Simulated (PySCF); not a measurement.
Si(H)3(NiPr2) (C6H17NSi), SMILES CC(C)N([SiH3])C(C)C.

Coordinates come from a r2SCAN-D4/def2-SVP optimisation. The isomer is the one that the SMILES or the coordinates give; other isomers of the formula were not compared. Other conformers were not sampled.

Two levels are set side by side: PBE/def2-SVP (PySCF) and HF/def2-SVP (PySCF). Same geometry, gas phase. Differences are taken from unrounded values.

| quantity | HF |
|---|---|
| orbital gap (eV) | 13.63 |
| highest occupied level (eV) | -9.43 |
| lowest empty level (eV) | 4.21 |
| dipole moment (D) | 1.18 |
| mean polarisability (bohr³) | 91.6 |

**Question.** What does PBE give, and how far is it from HF? (An estimate is asked for; the answer gives what the named calculation found.)

**Answer.** 
```
quantity                       PBE  PBE minus HF
---------------------------  -----  ------------
orbital gap (eV)              4.92         -8.72
highest occupied level (eV)  -4.81          4.62
lowest empty level (eV)       0.11         -4.10
dipole moment (D)             1.18          0.00
mean polarisability (bohr³)  101.1           9.5
```

Without exact exchange PBE keeps part of each electron's self-repulsion, which lifts occupied levels and narrows the gap. PBE's more diffuse valence density responds more strongly to a field. Differences between two approximate levels are no errors against the true value.

Rough cost on one machine, each run with all the roots and properties that it gave: HF against PBE about 1/4.
